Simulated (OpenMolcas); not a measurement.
# Au2+: terms and fine structure

* Program: OpenMolcas
* Method: SS-CASPT2, IPEA 0.25 Eh, imaginary shift 0.1 Eh (closed shells correlated: 5s 5p)
* Basis: ANO-RCC-VTZP [8s7p5d3f1g]
* Scalar Hamiltonian: DKH2, point nucleus
* Active space: 9 electrons in 6 orbitals (5d 6s)
* State averaging: 2S+1 = 2 even, 30 roots; 2S+1 = 4 even, 10 roots kept (CI in the orbitals of an earlier block)
* Spin-orbit coupling: state interaction with AMFI integrals over the reference wave functions, term energies averaged over their components

With spin-orbit coupling, above the lowest level:

```json
{"Configuration": "5d⁹", "Term": "²D", "J": "5/2", "E (cm⁻¹)": "0.0", "Measured (cm⁻¹)": "0.0", "g": "1.201", "Term weight %": "100", "Second": ""}
{"Configuration": "5d⁹", "Term": "²D", "J": "3/2", "E (cm⁻¹)": "13190", "Measured (cm⁻¹)": "12694", "g": "0.800", "Term weight %": "99", "Second": ""}
{"Configuration": "5d⁸ 6s", "Term": "⁴F", "J": "9/2", "E (cm⁻¹)": "27310", "Measured (cm⁻¹)": "29754", "g": "1.326", "Term weight %": "96", "Second": "4 ²G"}
{"Configuration": "5d⁸ 6s", "Term": "⁴F", "J": "7/2", "E (cm⁻¹)": "32400", "Measured (cm⁻¹)": "35077", "g": "1.192", "Term weight %": "63", "Second": "33 ²F"}
{"Configuration": "5d⁸ 6s", "Term": "²D", "J": "5/2", "E (cm⁻¹)": "36580", "Measured (cm⁻¹)": "", "g": "1.311", "Term weight %": "38", "Second": "38 ⁴P"}
{"Configuration": "5d⁸ 6s", "Term": "²D", "J": "3/2", "E (cm⁻¹)": "37950", "Measured (cm⁻¹)": "", "g": "0.791", "Term weight %": "46", "Second": "35 ⁴F"}
{"Configuration": "5d⁸ 6s", "Term": "⁴F", "J": "5/2", "E (cm⁻¹)": "41890", "Measured (cm⁻¹)": "44426", "g": "1.112", "Term weight %": "67", "Second": "18 ⁴P"}
{"Configuration": "5d⁸ 6s", "Term": "²F", "J": "7/2", "E (cm⁻¹)": "43230", "Measured (cm⁻¹)": "45740", "g": "1.171", "Term weight %": "61", "Second": "37 ⁴F"}
{"Configuration": "5d⁸ 6s", "Term": "⁴P", "J": "1/2", "E (cm⁻¹)": "47640", "Measured (cm⁻¹)": "49439", "g": "2.551", "Term weight %": "86", "Second": "12 ²S"}
{"Configuration": "5d⁸ 6s", "Term": "⁴P", "J": "3/2", "E (cm⁻¹)": "47760", "Measured (cm⁻¹)": "49969", "g": "1.251", "Term weight %": "55", "Second": "33 ⁴F"}
{"Configuration": "5d⁸ 6s", "Term": "²F", "J": "5/2", "E (cm⁻¹)": "49740", "Measured (cm⁻¹)": "", "g": "1.180", "Term weight %": "47", "Second": "35 ⁴P"}
{"Configuration": "5d⁸ 6s", "Term": "²P", "J": "3/2", "E (cm⁻¹)": "52090", "Measured (cm⁻¹)": "", "g": "1.316", "Term weight %": "43", "Second": "37 ⁴P"}
{"Configuration": "5d⁸ 6s", "Term": "²G", "J": "9/2", "E (cm⁻¹)": "56170", "Measured (cm⁻¹)": "57819", "g": "1.119", "Term weight %": "96", "Second": "4 ⁴F"}
{"Configuration": "5d⁸ 6s", "Term": "²P", "J": "1/2", "E (cm⁻¹)": "56200", "Measured (cm⁻¹)": "58327", "g": "0.818", "Term weight %": "91", "Second": "5 ⁴P"}
{"Configuration": "5d⁸ 6s", "Term": "²G", "J": "7/2", "E (cm⁻¹)": "56610", "Measured (cm⁻¹)": "58585", "g": "0.907", "Term weight %": "93", "Second": "7 ²F"}
{"Configuration": "5d⁸ 6s", "Term": "²D", "J": "3/2", "E (cm⁻¹)": "61140", "Measured (cm⁻¹)": "", "g": "0.910", "Term weight %": "49", "Second": "32 ²P"}
{"Configuration": "5d⁸ 6s", "Term": "²D", "J": "5/2", "E (cm⁻¹)": "61740", "Measured (cm⁻¹)": "", "g": "1.085", "Term weight %": "43", "Second": "38 ²F"}
```

Against the 10 measured excited levels shown (Iglesias, J. Res. Natl. Bur. Stand. 64A, 481 (1960)) the mean absolute deviation is 2000 cm-1; the largest miss in energy is 5d⁸ 6s ⁴F_7/2 [63 %]: computed 32400, measured 35077 cm⁻¹ (-7.6 %).

Spin-orbit coupling puts the lowest level 5366 cm⁻¹ below the lowest spin-free term.

CASPT2 does not keep the components of a term degenerate, so their means are used; among the terms shown or strongly mixed into the levels shown the widest spread is 560 cm-1 (5d⁸ 6s ²G). Terms from blocks run as CI alone lack orbitals of their own. A single d shell beside an s shell can misplace configurations of different d count against each other. Computed and measured levels are paired by configuration, term and J; levels that our copy of the source lacks, or whose pairing is in doubt (as where it misses far off the trend of its configuration), stay unpaired and out of the deviations. Only configurations of the active space appear. The first state left out of the spin-orbit step lies near 93000 cm-1 above the lowest spin-free state of the reference (among the parities and spins computed), and the list stops at four fifths of that energy or lower.

The CASPT2 steps took 13 s on 1 thread of Arm Neoverse V1, on a shared host; the integral step is not counted.

The term weight is that of the spin-free term in the level, not the purity of its configuration. A share in square brackets marks a mixed level and gives the weight of the term that names it.
